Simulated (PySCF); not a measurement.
A calculated (UHF, PySCF 2.14, cc-pV(D+d)Z, no relativity, point nucleus) atom or ion has these occupied shells.

| shell | electrons | orbital energy (eV) | rms radius, mean of both spins (bohr) |
| --- | --- | --- | --- |
| 1s α | 1 | -1882.6 | 0.129 |
| 1s β | 1 | -1882.4 | 0.129 |
| 2s α | 1 | -177.37 | 0.614 |
| 2s β | 1 | -177.17 | 0.614 |
| 2p α | 3 | -125.68 | 0.599 |
| 2p β | 3 | -125.34 | 0.599 |
| 3s α | 1 | -24.101 | 2.26 |
| 3s β | 1 | -21.700 | 2.26 |
| 3p α | 1 | -16.170 | 2.70 |

Q: Name the element and its charge.

A: Si⁺ (silicon, charge +1), in [Ne] 3s2 3p1, 2P determinant.
